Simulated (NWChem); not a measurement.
Species: C2H4BNO; SMILES CBN=C=O

```xyz
9

B     -0.5681    -1.1522     0.0002
H     -1.7618    -1.2683    -0.0012
C      0.3649    -2.4099     0.0001
H      0.1302    -3.0470     0.8654
H      1.4354    -2.1840     0.0100
H      0.1447    -3.0330    -0.8794
N     -0.0447     0.1691     0.0006
C      0.0018     1.3716     0.0001
O      0.1257     2.5424    -0.0002
```
Atoms are numbered in this order, from 1.

Computed with NWChem. Geometry: optimised at B3LYP/6-31G* (spherical d). Total energies of different functionals are on different scales.

```
level                                  energy (Ha)  highest occupied level (eV)  orbital gap (eV)  dipole (D)
-------------------------------------  -----------  ---------------------------  ----------------  ----------
PBE/def2-TZVP                            -233.2967                        -6.85              4.42        1.72
B3LYP/def2-TZVP                          -233.5912                        -8.00              6.31        1.87
LDA (Slater exchange, VWN5)/def2-TZVP    -231.6016                        -7.00              4.28        1.83
PW6B95/def2-TZVP                         -233.8683                        -8.33              6.85        1.87
CAM-B3LYP/def2-TZVP                      -233.4713                        -9.59              9.22        1.94
Hartree-Fock/def2-TZVP                   -232.2020                            …                 …           …
```

Task: Fill in the missing entries.

Result: 
- Hartree-Fock/def2-TZVP, highest occupied level (eV): -11.51
- Hartree-Fock/def2-TZVP, orbital gap (eV): 13.70
- Hartree-Fock/def2-TZVP, dipole (D): 2.22
